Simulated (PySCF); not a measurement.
## How methods differ on the ionisation energy of Ru(2+)

Ru(2+) [Kr] 4d6 (5D) → Ru(3+) [Kr] 4d5 (6S), as a difference of total energies. Computed with PySCF 2.14 in x2c-QZVPPall, with the spin-free X2C one-electron Hamiltonian (Gaussian nucleus). Correlated levels: valence: [Kr] frozen; valence and next inner shell: [Ar] 3d10 frozen. The calculations carry no spin-orbit coupling.

```
                                method  ionisation energy (eV)  plus first-order spin-orbit estimate  difference from reference of that sum (eV)
                                   UHF                  26.534                                26.678                                      -1.792
                                   LDA                  28.942                                29.085                                      +0.615
                                   PBE                  28.666                                28.809                                      +0.339
                                  PBE0                  28.441                                28.585                                      +0.115
                                r2SCAN                  28.220                                28.364                                      -0.106
                                PBEsol                  28.622                                28.765                                      +0.295
                                 M06-L                  28.379                                28.522                                      +0.052
                               LC-wPBE                  28.471                                28.614                                      +0.144
                         MP2 (valence)                  27.833                                27.976                                      -0.494
                     SCS-MP2 (valence)                  28.086                                28.230                                      -0.240
    MP2 (valence and next inner shell)                  27.965                                28.108                                      -0.362
SCS-MP2 (valence and next inner shell)                  27.996                                28.139                                      -0.331
```

Reference: 28.47 eV (semi-empirical (NIST evaluation); NIST Atomic Spectra Database, ionization energies).

A first-order spin-orbit estimate (lowest level to lowest level, LS coupling) adds 0.143 eV.

Errors of the correlated levels include the incompleteness of this basis and the frozen core.
